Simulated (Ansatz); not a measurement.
Input for Ansatz (an electronic-structure program): R-r2SCAN/def2-TZVPP on CH8N2OZr (SMILES [CH3][Zr]([NH2])([NH2])[OH]), atoms moved off the minimum. Elements past Kr take the def2 small-core potentials; no spin–orbit coupling.

Ansatz 0.2 input:
```yaml
crystal:
  periodic: [false, false, false]
  atoms:
    - {symbol: Zr, position_ang: [0.02737715, 0.05609212, -0.04902347]}
    - {symbol: O, position_ang: [1.53995570, -0.56509163, -0.99355884]}
    - {symbol: H, position_ang: [2.51226016, -0.78728178, -1.22188264]}
    - {symbol: N, position_ang: [0.39024596, 0.48344181, 1.88113435]}
    - {symbol: H, position_ang: [0.95306128, -0.11706176, 2.67812748]}
    - {symbol: H, position_ang: [0.24911633, 1.31685471, 2.40998022]}
    - {symbol: N, position_ang: [-0.97017703, 1.59207303, -0.90090821]}
    - {symbol: H, position_ang: [-1.85601234, 1.90020876, -0.59836767]}
    - {symbol: H, position_ang: [-0.55871075, 2.14026627, -1.77721147]}
    - {symbol: C, position_ang: [-1.31048665, -1.80515764, 0.04007227]}
    - {symbol: H, position_ang: [-1.49918326, -2.13586201, -0.90257612]}
    - {symbol: H, position_ang: [-2.30409435, -1.39427361, 0.53151871]}
    - {symbol: H, position_ang: [-0.94489263, -2.49790945, 0.70417985]}
basis:
  gaussian:
    orbitals: def2-TZVPP
hamiltonian:
  xc: {name: r2SCAN}
scf: {lower_state_search: off}
output: {forces: true}
```

Output:

```
WARN ansatz: RAYON_NUM_THREADS=8 ignored (pool sized by the plan → 8); use --threads N
Functional definition: r2SCAN
these checks for a lower state are left out or cut short: stability, starts, cluster_reference, orbital_swaps, neighbouring_geometries, increment
integrals: 0.24 GiB planned
1425 factors; their error is unknown
0.36 GiB of the device are held for the grids
1.55 GiB of device memory are held for the factors and their scratch space
mean field: 1.45 GiB planned
mean field evaluation 1: about -7446.9990 eV, gradient 1.3e2 eV
mean field evaluation 2: about -7325.9101 eV, gradient 2.5e2 eV
mean field evaluation 4: about -7477.1058 eV, gradient 2.1e1 eV
mean field evaluation 8: about -7478.1431 eV, gradient 3.2e-1 eV
mean field evaluation 16: about -7478.1328 eV, gradient 3.3e-4 eV
mean field -7478.13284087 eV, -274.8163130415 hartree, gradient 5.4e-6 eV, S^2 0.000000; 0 other end points of the search recorded, 0 dependent functions left out
the calculation of the forces begins
reference -7478.13287004 eV, -274.8163141133 hartree; 24, 24 occupied and 268, 268 virtual orbitals, 1425 factors
Total energy: -7478.13287004 eV, -274.8163141133 hartree
Atom 0 at     0.027377     0.056092    -0.049023 Å, force    -0.882594    -0.949623     0.445279 eV/Å
Atom 1 at     1.539956    -0.565092    -0.993559 Å, force     3.853823    -0.845391    -1.440409 eV/Å
Atom 2 at     2.512260    -0.787282    -1.221883 Å, force    -2.840808     0.626492     0.696468 eV/Å
Atom 3 at     0.390246     0.483442     1.881134 Å, force     2.253136    -2.169409     3.536528 eV/Å
Atom 4 at     0.953061    -0.117062     2.678127 Å, force    -1.748121     1.526224    -2.927825 eV/Å
Atom 5 at     0.249116     1.316855     2.409980 Å, force    -0.401861     0.918903     0.096736 eV/Å
Atom 6 at    -0.970177     1.592073    -0.900908 Å, force     2.523738     1.099947    -2.948102 eV/Å
Atom 7 at    -1.856012     1.900209    -0.598368 Å, force    -1.132105     0.769281    -0.050972 eV/Å
Atom 8 at    -0.558711     2.140266    -1.777211 Å, force    -1.682512    -1.353431     2.621184 eV/Å
Atom 9 at    -1.310487    -1.805158     0.040072 Å, force    -1.806586     4.437840     2.270619 eV/Å
Atom 10 at    -1.499183    -2.135862    -0.902576 Å, force    -0.660959    -1.309765    -2.655413 eV/Å
Atom 11 at    -2.304094    -1.394274     0.531519 Å, force     1.597299    -0.792418    -1.013136 eV/Å
Atom 12 at    -0.944893    -2.497909     0.704180 Å, force     0.927550    -1.958651     1.369042 eV/Å
Dipole moment:     0.368794     0.346660     0.034428 e Å
Checks for a lower state left out: stability, starts, cluster_reference, orbital_swaps, neighbouring_geometries, increment
```

Self-consistency was reached.
